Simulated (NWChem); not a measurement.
# BH3; SMILES B

Computed with NWChem. All runs use the structure optimised with PBE0/def2-SVP.

Q: Estimate the computed values for B3LYP/3-21G. Quantities: highest occupied level (eV); orbital gap (eV).

A: The highest occupied level (eV) is -9.68 and the orbital gap (eV) is 7.63.
